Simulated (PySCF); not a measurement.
A structure optimised at PBE-D3(BJ)/def2-SVP, used in a PySCF frequency run:

```xyz
10

Se     0.1165    -0.5838     0.8715
C     -0.4152    -1.8446    -0.5691
C     -1.7123    -1.4849    -1.2729
H     -0.4867    -2.8101    -0.0229
H      0.4393    -1.9206    -1.2703
H     -1.6306    -0.4914    -1.7599
H     -2.5636    -1.4511    -0.5643
H     -1.9454    -2.2295    -2.0634
Se     0.3874     1.3981    -0.3578
H      1.8193     1.1917    -0.7317
```
Charge 0, spin multiplicity 1.

Write its SMILES and formula.

CC[Se][SeH], C2H6Se2

What are its rotational constants (standard atomic weights)?

3.7936, 1.5988, 1.1910 GHz
